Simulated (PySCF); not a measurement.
**Computed properties of Si(nBu)(OH)3 (C4H12O3Si), SMILES CCCC[Si](O)(O)O**

Si(nBu)(OH)3 (C4H12O3Si), SMILES CCCC[Si](O)(O)O. Coordinates come from a r2SCAN-D4/def2-SVP optimisation. The values are those of a single conformer. All values are computed for the isolated molecule unless a solvent is named; none is compared with measurement here.

**Structure.** All 54 harmonic modes at r2SCAN-D4/def2-SVP (PySCF) are real, so it is a minimum. With heavy atoms numbered as in [CH3:1][CH2:2][CH2:3][CH2:4][Si:5]([OH:6])([OH:7])[OH:8], the shortest bond between them is C1–C2 at 1.524 Å and the longest C4–Si5 at 1.859 Å.

**Vibrations.** The strongest infrared lines (harmonic, unscaled, degenerate partners summed) lie at 804 cm⁻¹ (195 km/mol, H 70 %, O 28 %), 873 cm⁻¹ (179 km/mol, H 35 %, Si 31 %, O 29 %), 943 cm⁻¹ (166 km/mol, Si 43 %, O 32 %, H 22 %). The softest mode is at 42 cm⁻¹ and the zero-point energy is 103.3 kcal/mol.

**Electronic structure.** PBE0/def2-SVP (PySCF) places the frontier levels at -8.05 and 1.23 eV, a gap of 9.28 eV, and gives a dipole moment of 1.46 D and a mean polarisability of 71.9 bohr³. PBE/def2-SVP (PySCF) at the same geometry gives -6.54 and 0.30 eV, so its gap is 2.44 eV narrower. An orbital gap is neither the optical nor the fundamental gap.

**Excitations.** TDA-ωB97X/def2-SVP (PySCF) has S1 at 8.81 eV (141 nm, f = 0.036, weak); the most intense of the 10 singlets computed lies at 8.87 eV (f = 0.10). T1 (TDA) is at 8.33 eV, 0.48 eV under S1. TDA-PBE/def2-SVP (PySCF) puts S1 at 6.98 eV. No vertical singlet excitation falls in the visible range (under 3.1 eV).

**NMR.** GIAO shifts at PBE0/pcSseg-1 (PySCF) (non-relativistic, atoms alike by connectivity averaged): ¹³C from 18.3 to 33.4 ppm against TMS; ¹H from 0.6 to 1.9 ppm against TMS; ²⁹Si at -27.3 ppm against TMS.

**Solvation.** SMD-PBE0/def2-SVP (PySCF) gives -10.2 kcal/mol in water, -13.2 kcal/mol in methanol, -5.5 kcal/mol in n-hexane (1 M in both phases, gas-phase geometry); of these solvents methanol holds the molecule best.
